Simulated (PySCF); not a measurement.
**Ions at one geometry of [Hf(NH2)2]2+**

PySCF 2.14.0, RKS PBE0, Hf def2-SVP with ECP60, N def2-SVP, H def2-SVP; non-relativistic Hamiltonian with scalar-relativistic core potentials where named; density fitting; no spin-orbit coupling; singlets restricted, open shells unrestricted. The geometry is relaxed for charge +2, singlet, vacuum:

```xyz
7

Hf    0.0000   -0.7990    0.0595
N     1.4700   -0.0350    1.0156
H     2.4725   -0.1919    0.8135
H     1.4233    0.6084    1.8217
N    -1.4700   -0.0350    1.0156
H    -1.4233    0.6084    1.8217
H    -2.4725   -0.1919    0.8135
```

Energies count from the relaxed state; an electron taken off or put on is at rest in vacuum. Charges and spins are Mulliken's.

```tsv
state	energy (eV)	spin squared	charge on Hf1 (e)	spin on Hf1 (e)	dipole about the centre of mass (D)
charge +2, singlet, vacuum	0.00	0.00	1.61	0.00	0.16
charge +3, doublet, vacuum	21.60	0.82	1.95	-0.14	3.80
```

What does the state charge +1, doublet, vacuum give?

energy (eV) -12.12, spin squared 0.75, charge on Hf1 (e) 0.95, spin on Hf1 (e) 1.12, dipole about the centre of mass (D) 0.23.

With an electron taken off (doublet) the charges change, summed by element, by Hf +0.34 e, N +0.40 e, H +0.26 e. The vertical ionisation energy is 21.60 eV, against −ε(HOMO) = 19.32 eV of the relaxed state. The level lies 2.3 eV too high, as is usual for semilocal functionals and global hybrids, which keep a self-interaction error.

With an electron put on (doublet) the charges change, summed by element, by Hf -0.66 e, N -0.11 e, H -0.23 e. The vertical electron affinity is 12.12 eV, against −ε(LUMO) = 13.96 eV of the relaxed state.

Open shells may have lower solutions than those found.
